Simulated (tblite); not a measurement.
Compound: C6H18N3P.
Atom-mapped SMILES: `[CH3:1][N:2]([CH3:3])[P:4]([N:5]([CH3:6])[CH3:7])[N:8]([CH3:9])[CH3:10]` (hydrogens: H11, H12, H13 on C1; H14, H15, H16 on C3; H17, H18, H19 on C6; H20, H21, H22 on C7; H23, H24, H25 on C9; H26, H27, H28 on C10)

Cartesian coordinates in Å at the GFN2-xTB level; atoms count from 1:
```
atom  x, y, z in Å
C1    -1.4636    2.3645    0.6046
N2    -0.5628    1.4425   -0.0428
C3    -0.6684    1.4395   -1.4814
P4     0.0978    0.1935    0.9160
N5     1.4904   -0.0845   -0.0788
C6     2.2541   -1.2769    0.2371
C7     2.3690    1.0597   -0.2363
N8    -0.6895   -1.2784    0.5510
C9    -0.8408   -1.8529   -0.7637
C10   -1.6571   -1.7565    1.5086
H11   -1.2350    3.3929    0.3043
H12   -2.5128    2.1627    0.3536
H13   -1.3423    2.2779    1.6836
H14   -1.6728    1.1514   -1.8172
H15   -0.4557    2.4412   -1.8713
H16    0.0565    0.7441   -1.8954
H17    1.5781   -2.0832    0.5109
H18    2.9605   -1.1174    1.0612
H19    2.8262   -1.5763   -0.6457
H20    2.9539    0.9352   -1.1518
H21    3.0686    1.1708    0.6014
H22    1.7765    1.9679   -0.3156
H23   -0.7362   -2.9421   -0.7061
H24   -0.0675   -1.4636   -1.4203
H25   -1.8248   -1.6309   -1.1963
H26   -1.5406   -2.8351    1.6596
H27   -2.6896   -1.5688    1.1862
H28   -1.4929   -1.2497    2.4589
```

Method: GFN2-xTB as coded in tblite; computed harmonic values from a numerical Hessian at the method's own geometry, unscaled. The method is semi-empirical: single wavenumbers can be off by several per cent or more. One conformer, not necessarily the lowest.

Harmonic wavenumbers (cm⁻¹): 39.1, 66.7, 73.8, 101.8, 113.1, 151.4, 171.6, 205.4, 213.5, 222.2, 226.3, 240.0, 272.0, 279.2, 293.0, 308.4, 332.2, 340.3, 391.3, 400.8, 467.1, 639.6, 653.8, 684.3, 967.8, 972.2, 993.9, 1039.8, 1041.8, 1044.7, 1088.0, 1094.4, 1095.4, 1119.0, 1122.1, 1141.0, 1180.2, 1212.9, 1216.6, 1239.5, 1252.4, 1260.9, 1396.8, 1406.7, 1407.8, 1416.7, 1417.3, 1420.1, 1462.9, 1474.1, 1474.7, 1479.9, 1482.9, 1493.1, 1497.2, 1499.4, 1505.1, 1506.4, 1509.0, 1514.5, 2879.9, 2881.8, 2884.0, 2887.3, 2894.0, 2896.0, 2925.0, 2926.3, 2930.6, 2932.8, 2953.1, 2957.9, 3007.2, 3008.6, 3037.4, 3038.7, 3041.0, 3048.0.

A = 1189, B = 1142, C = 774.0 MHz; mass 163.124 u (most abundant isotopes); point group Cs, symmetry number 1.

Task: Zero-point energy?

Result: Half the sum of the wavenumbers: 53232 cm⁻¹ = 636.80 kJ/mol.

Task: Entropy at 273.15 K, 1 bar (ideal gas, RRHO, classical rotation)?

Result: Translation 170.57, rotation 124.86, vibration 187.11: S = 482.5 J/(mol K).

Task: And Cp and H(273.15 K) − H(0)?

Result: Cp = 213.50 J/(mol K), of which vibrations give 180.24 (their classical limit is 78 R = 648.5); H(273.15 K) − H(0) = 36.16 kJ/mol without the zero-point energy, 27.07 from vibrations.

Task: How do the functions run with temperature in this model?

Result: 
| T (K) | S (J/(mol K)) | Cp (J/(mol K)) | H − H(0) (kJ/mol) | G − H(0) (kJ/mol) | ln q(vib) |
| --- | --- | --- | --- | --- | --- |
| 150 | 374.7 | 150.9 | 13.63 | -42.58 | 5.00 |
| 250 | 464.2 | 201.9 | 31.35 | -84.69 | 9.56 |
| 298.15 | 501.8 | 226.3 | 41.66 | -107.95 | 11.66 |
| 400 | 575.7 | 279.7 | 67.42 | -162.88 | 15.92 |
| 600 | 707.6 | 372.8 | 133.07 | -291.47 | 23.75 |
| 900 | 878.7 | 470.6 | 260.67 | -530.14 | 34.54 |

q(vib) and H(0) count from the zero-point level.

Task: Blend soft modes into free rotors: weight 1/[1 + (100 cm⁻¹/ν̃)⁴] for the oscillator and the rest for a rotor with moment μB/(μ + B), μ = h/(8π²ν), B = 10⁻⁴⁴ kg m². What vibrational entropy results?

Result: 174.05 J/(mol K) in place of 187.11, which changes −T·S at 273.15 K by +3.57 kJ/mol.

Task: What must be added to the electronic energy to get the Gibbs energy at 273.15 K and 1 bar?

Result: ZPE + [H(273.15 K) − H(0)] − T·S = 636.80 + 36.16 − 131.81 = 541.15 kJ/mol.

Task: Which modes carry the vibrational entropy at 273.15 K?

Result: 39.1 cm⁻¹: 21.47; 66.7 cm⁻¹: 17.05; 73.8 cm⁻¹: 16.22; 101.8 cm⁻¹: 13.60; 113.1 cm⁻¹: 12.74; 151.4 cm⁻¹: 10.41 J/(mol K); the other 72 give 95.61 together.

Hindered rotation and anharmonicity are outside this model. Other conformers, if any are populated, would add a mixing term that is left out.
